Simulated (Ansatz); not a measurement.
Species: C3H8N, charge 0, multiplicity 2. It need not be the lowest isomer of its formula. 
Coordinates optimised at B3LYP-D3(BJ)/def2-TZVP (Ansatz, a quantum-chemistry and plane-wave program):
```
C
H 1 1.0932
H 1 1.0997 2 106.64
N 1 1.4526 2 107.36 3 119.29
H 4 1.0101 1 113.56 2 168.49
C 4 1.3821 5 114.77 1 -142.78
H 6 1.0801 4 117.02 5 -33.01
H 6 1.0811 7 119.02 4 149.36
C 1 1.5201 2 110.08 3 -119.44
H 9 1.0909 1 110.58 2 60.77
H 9 1.0909 10 108.59 1 121.88
H 9 1.0933 10 107.54 11 116.77
```
Charge 0, spin multiplicity 2.

Basis-set convergence of Hartree-Fock and MP2 correlation energies (hartree) with Ansatz. Correlated levels leave the core frozen unless marked. Open shells are spin-unrestricted. Spin-orbit coupling is left out. Non-relativistic.

```
basis    functions       E(HF)  E(corr, MP2)
-------  ---------  ----------  ------------
cc-pVDZ         96  -172.66899      -0.58080
cc-pVTZ        232           ?             ?
```

Task: Some entries are withheld; supply them.

Result: 
- cc-pVTZ, E(HF): -172.72028
- cc-pVTZ, E(corr, MP2): -0.71690
